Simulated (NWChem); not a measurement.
System: C₂H₇BClN; SMILES CNB(C)Cl

Output (shortened):

```
             Northwest Computational Chemistry Package (NWChem) 7.3.0
             --------------------------------------------------------

                             Geometry "geometry" -> ""
                             -------------------------

 Output coordinates in angstroms (scale by  1.889725989 to convert to a.u.)

  No.       Tag          Charge          X              Y              Z
 ---- ---------------- ---------- -------------- -------------- --------------
    1 B                    5.0000     0.22043300     0.11618000    -0.00104700
    2 Cl                  17.0000    -0.41145900     1.79430300    -0.00153800
    3 C                    6.0000     1.77447600    -0.13771500    -0.00186500
    4 H                    1.0000     2.08183400    -0.71599200     0.88577900
    5 H                    1.0000     2.34710000     0.79910100    -0.00801200
    6 H                    1.0000     2.07920200    -0.72585900    -0.88391700
    7 N                    7.0000    -0.73933600    -0.89651500     0.00020300
    8 C                    6.0000    -0.51584000    -2.31928900     0.00069100
    9 H                    1.0000    -1.71491200    -0.61921400     0.00018200
   10 H                    1.0000     0.56118000    -2.53256400     0.00254600
   11 H                    1.0000    -0.94944300    -2.80482300    -0.89055500
   12 H                    1.0000    -0.95236200    -2.80447900     0.89066900

 Effective nuclear repulsion energy (a.u.)     205.8822498472

  xc_inp: hfexch multiplicative factor not found.

                                 NWChem DFT Module
                                 -----------------

 Summary of "ao basis" -> "ao basis" (spherical)
 ------------------------------------------------------------------------------
       Tag                 Description            Shells   Functions and Types
 ---------------- ------------------------------  ------  ---------------------
 B                           6-31g*                  6       14   3s2p1d
 Cl                          6-31g*                  8       18   4s3p1d
 C                           6-31g*                  6       14   3s2p1d
 H                           6-31g*                  2        2   2s
 N                           6-31g*                  6       14   3s2p1d

            General Information
            -------------------
          SCF calculation type: DFT
          Wavefunction type:  closed shell.
          No. of atoms     :    12
          No. of electrons :    48
           Alpha electrons :    24
            Beta electrons :    24
          Charge           :     0
          Spin multiplicity:     1
          Use of symmetry is: off; symmetry adaption is: off
          Maximum number of iterations: 150
          AO basis - number of functions:    88
                     number of shells:    46
          Convergence on energy requested:  1.00D-06
          Convergence on density requested:  1.00D-05
          Convergence on gradient requested:  5.00D-04

              XC Information
              --------------
                     Hartree-Fock (Exact) Exchange  1.000

      Superposition of Atomic Density Guess
      -------------------------------------

 Sum of atomic energies:        -617.07854553

      Non-variational initial energy
      ------------------------------

 Total energy =    -619.833007
 1-e energy   =   -1254.597644
 2-e energy   =     428.882386
 HOMO         =      -0.306068
 LUMO         =       0.081034

     ---------------------------------------------
      Total Density - Mulliken Population Analysis
     ---------------------------------------------

    Atom       Charge   Shell Charges
 -----------   ------   -------------------------------------------------------
    1 B    5     4.33   2.00  0.58  1.07  0.32  0.28  0.08
    2 Cl  17    17.35   2.00  2.00  5.98  1.38  3.72  0.55  1.72  0.01
    3 C    6     6.92   2.00  0.72  2.11  0.69  1.37  0.02
    4 H    1     0.75   0.45  0.30
    5 H    1     0.75   0.46  0.30
    6 H    1     0.75   0.45  0.30
    7 N    7     7.80   2.00  0.81  2.60  0.75  1.62  0.02
    8 C    6     6.41   2.00  0.70  1.94  0.64  1.09  0.05
    9 H    1     0.58   0.41  0.16
   10 H    1     0.78   0.47  0.31
   11 H    1     0.79   0.47  0.32
   12 H    1     0.79   0.47  0.32

   convergence    iter        energy       DeltaE   RMS-Dens  Diis-err
 ---------------- ----- ----------------- --------- --------- ---------
 d= 0,ls=0.0,diis     1   -618.4610377977 -8.24D+02  5.82D-03  3.45D-01
 d= 0,ls=0.0,diis     2   -618.5141724750 -5.31D-02  1.88D-03  3.50D-02
 d= 0,ls=0.0,diis     3   -618.5190570331 -4.88D-03  7.02D-04  5.14D-03
 d= 0,ls=0.0,diis     4   -618.5198161551 -7.59D-04  1.78D-04  1.99D-04
 d= 0,ls=0.0,diis     5   -618.5198488283 -3.27D-05  8.25D-05  1.32D-05
  Resetting Diis
 d= 0,ls=0.0,diis     6   -618.5198524956 -3.67D-06  2.19D-05  7.49D-07
 d= 0,ls=0.0,diis     7   -618.5198527534 -2.58D-07  4.92D-06  6.98D-08

         Total DFT energy =     -618.519852753398
      One electron energy =    -1258.666353116902
           Coulomb energy =      485.293193912342
    Exchange-Corr. energy =      -51.028943396045
 Nuclear repulsion energy =      205.882249847206

 Numeric. integr. density =        0.000000000000

                       DFT Final Molecular Orbital Analysis
                       ------------------------------------

 Vector   22  Occ=2.000000D+00  E=-4.642817D-01
              MO Center= -2.8D-01,  1.1D+00, -1.1D-03, r^2= 3.1D+00
   Bfn.  Coefficient  Atom+Function         Bfn.  Coefficient  Atom+Function
  ----- ------------  ---------------      ----- ------------  ---------------
    23      0.604778   2 Cl pz               27      0.340574   2 Cl pz
    19     -0.235402   2 Cl pz               57      0.174702   7 N  pz
    61      0.146329   7 N  pz                5      0.123860   1 B  pz
    37     -0.101843   3 C  pz               71     -0.093313   8 C  pz
     9      0.080099   1 B  pz               41     -0.072759   3 C  pz

 Vector   23  Occ=2.000000D+00  E=-4.293384D-01
              MO Center= -1.2D-01,  1.4D+00, -1.6D-03, r^2= 2.4D+00
   Bfn.  Coefficient  Atom+Function         Bfn.  Coefficient  Atom+Function
  ----- ------------  ---------------      ----- ------------  ---------------
    21      0.640077   2 Cl px               25      0.366255   2 Cl px
    17     -0.247439   2 Cl px               35      0.171474   3 C  px
    22      0.151485   2 Cl py                3     -0.141363   1 B  px
    39      0.125218   3 C  px               38     -0.122559   3 C  s
    58      0.106386   7 N  s                26      0.102393   2 Cl py

 Vector   24  Occ=2.000000D+00  E=-3.941382D-01
              MO Center= -6.1D-01, -5.6D-01, -3.6D-04, r^2= 3.1D+00
   Bfn.  Coefficient  Atom+Function         Bfn.  Coefficient  Atom+Function
  ----- ------------  ---------------      ----- ------------  ---------------
    57      0.466898   7 N  pz               61      0.434289   7 N  pz
    23     -0.338509   2 Cl pz               27     -0.215289   2 Cl pz
    71     -0.154084   8 C  pz               86      0.139570  11 H  s
    88     -0.139211  12 H  s                19      0.130699   2 Cl pz
    85      0.119817  11 H  s                87     -0.119527  12 H  s

 Vector   25  Occ=0.000000D+00  E= 1.771605D-01
              MO Center=  3.2D-01,  2.7D-03, -1.3D-03, r^2= 3.1D+00
   Bfn.  Coefficient  Atom+Function         Bfn.  Coefficient  Atom+Function
  ----- ------------  ---------------      ----- ------------  ---------------
     9      0.811413   1 B  pz               48     -0.425662   4 H  s
    52      0.423964   6 H  s                61     -0.408217   7 N  pz
     5      0.401329   1 B  pz               27     -0.274777   2 Cl pz
    57     -0.223665   7 N  pz               86     -0.209680  11 H  s
    88      0.209531  12 H  s                23     -0.180607   2 Cl pz

 Vector   26  Occ=0.000000D+00  E= 2.204060D-01
              MO Center= -3.0D-01, -1.4D+00, -2.2D-04, r^2= 6.5D+00
   Bfn.  Coefficient  Atom+Function         Bfn.  Coefficient  Atom+Function
  ----- ------------  ---------------      ----- ------------  ---------------
    72      1.519323   8 C  s                38      1.184119   3 C  s
    82     -0.928826   9 H  s                58      0.811122   7 N  s
    86     -0.758692  11 H  s                88     -0.759266  12 H  s
    84     -0.672558  10 H  s                50     -0.618610   5 H  s
    74     -0.443468   8 C  py               48     -0.420562   4 H  s

 Vector   27  Occ=0.000000D+00  E= 2.443630D-01
              MO Center=  4.9D-01, -4.2D-01, -4.6D-04, r^2= 6.3D+00
   Bfn.  Coefficient  Atom+Function         Bfn.  Coefficient  Atom+Function
  ----- ------------  ---------------      ----- ------------  ---------------
    38      1.523203   3 C  s                 6     -1.260254   1 B  s
    82      0.937067   9 H  s                48     -0.913380   4 H  s
    52     -0.915808   6 H  s                84     -0.624690  10 H  s
    24      0.588620   2 Cl s                26     -0.561379   2 Cl py
    40     -0.465608   3 C  py               59      0.440660   7 N  px

     ---------------------------------------------
      Total Density - Mulliken Population Analysis
     ---------------------------------------------

    Atom       Charge   Shell Charges
 -----------   ------   -------------------------------------------------------
    1 B    5     4.40   2.00  0.55  1.34  0.20  0.21  0.11
    2 Cl  17    17.29   2.00  2.00  5.98  1.34  3.61  0.62  1.71  0.02
    3 C    6     6.72   2.00  0.63  2.07  0.73  1.26  0.04
    4 H    1     0.82   0.51  0.31
    5 H    1     0.80   0.51  0.29
    6 H    1     0.82   0.51  0.31
    7 N    7     7.76   2.00  0.74  2.51  0.83  1.65  0.03
    8 C    6     6.29   2.00  0.65  2.02  0.63  0.93  0.07
    9 H    1     0.62   0.49  0.13
   10 H    1     0.82   0.53  0.29
   11 H    1     0.83   0.53  0.30
   12 H    1     0.83   0.53  0.30

     -------------------------------------------
      Total Density - Lowdin Population Analysis
     -------------------------------------------

    Atom       Charge   Shell Charges
 -----------   ------   -------------------------------------------------------
    1 B    5     5.08   1.98  0.43  1.25  0.32  0.85  0.24
    2 Cl  17    17.06   2.00  1.99  5.92  1.11  3.35  0.65  2.02  0.02
    3 C    6     6.45   1.99  0.54  1.88  0.45  1.53  0.06
    4 H    1     0.85   0.49  0.37
    5 H    1     0.85   0.49  0.36
    6 H    1     0.86   0.49  0.37
    7 N    7     7.25   1.99  0.64  2.35  0.48  1.72  0.06
    8 C    6     6.25   1.99  0.53  1.84  0.43  1.35  0.11
    9 H    1     0.73   0.47  0.26
   10 H    1     0.87   0.50  0.36
   11 H    1     0.88   0.51  0.37
   12 H    1     0.88   0.51  0.37

     Multipole analysis of the density
     ---------------------------------

     L   x y z        total         alpha         beta         nuclear
     -   - - -        -----         -----         ----         -------
     0   0 0 0     -0.000000    -24.000000    -24.000000     48.000000

     1   1 0 0     -0.066666      0.026737      0.026737     -0.120139
     1   0 1 0     -1.179697     -1.215907     -1.215907      1.252117
     1   0 0 1      0.000596      0.038387      0.038387     -0.076179

     2   2 0 0    -27.219186    -96.934597    -96.934597    166.650008
     2   1 1 0      1.260676     -2.546932     -2.546932      6.354540
     2   1 0 1      0.000086      0.049386      0.049386     -0.098687
     2   0 2 0    -29.592062   -223.741644   -223.741644    417.891227
     2   0 1 1      0.000080      0.111562      0.111562     -0.223044
     2   0 0 2    -29.124640    -20.191091    -20.191091     11.257543

                     NWChem Electrostatic Potential Fit Module
                     -----------------------------------------

 Atom parameters

 Number of atoms is                                   12
 Number of basis functions is                         88

 Grid parameters

 Maximum number of grid points is                  43933
 Number of grid points is                          43932
 Grid range                                     0.300000 nm
 Grid spacing                                   0.020000 nm
 Probe radius                                   0.070000 nm
 Atom radius factor                             1.000000

 Atomic radii

    1    0.100000
    5    0.158000
    6    0.147000
    7    0.140000
   17    0.169000
 FASTESP  F
  using M.O. file = ./job.movecs

    Atom              Coordinates                           Charge

                                                  ESP

    1 B     0.022043    0.011618   -0.000105    0.476830
    2 Cl   -0.041146    0.179430   -0.000154   -0.328796
    3 C     0.177448   -0.013772   -0.000187   -0.092527
    4 H     0.208183   -0.071599    0.088578    0.015335
    5 H     0.234710    0.079910   -0.000801    0.004018
    6 H     0.207920   -0.072586   -0.088392    0.015316
    7 N    -0.073934   -0.089652    0.000020   -0.605482
    8 C    -0.051584   -0.231929    0.000069    0.242332
    9 H    -0.171491   -0.061921    0.000018    0.308358
   10 H     0.056118   -0.253256    0.000255    0.006107
   11 H    -0.094944   -0.280482   -0.089056   -0.020795
   12 H    -0.095236   -0.280448    0.089067   -0.020695
                                            ------------
                                               -0.000000

 Dipole moment                                  1.228529

 Quadrupole moment Qxx                          6.209714
                   Qyy                         -7.785152
                   Qzz                          1.575438

 RMS deviation kJ/mol                           0.062728

 RRMS %                                        33.287377
```

Level: Hartree-Fock/6-31G* (spherical d). Geometry: optimised at PBE0/def2-SVP. Not confirmed as a minimum by frequencies.

Which NWChem input produces such a log?

One answer among several that fit: the input that was run:
```
start job
memory heap 200 mb stack 900 mb global 1100 mb
geometry units angstroms noautosym nocenter noautoz
  B      0.220433     0.116180    -0.001047
  Cl    -0.411459     1.794303    -0.001538
  C      1.774476    -0.137715    -0.001865
  H      2.081834    -0.715992     0.885779
  H      2.347100     0.799101    -0.008012
  H      2.079202    -0.725859    -0.883917
  N     -0.739336    -0.896515     0.000203
  C     -0.515840    -2.319289     0.000691
  H     -1.714912    -0.619214     0.000182
  H      0.561180    -2.532564     0.002546
  H     -0.949443    -2.804823    -0.890555
  H     -0.952362    -2.804479     0.890669
end
basis spherical
  B library 6-31g*
  Cl library 6-31g*
  C library 6-31g*
  H library 6-31g*
  N library 6-31g*
end
dft
  xc hfexch
  iterations 150
  mulliken
end
task dft energy
esp
  recalculate
  probe 0.07
  range 0.3
  factor 1.0
  spacing 0.02
end
task esp
```
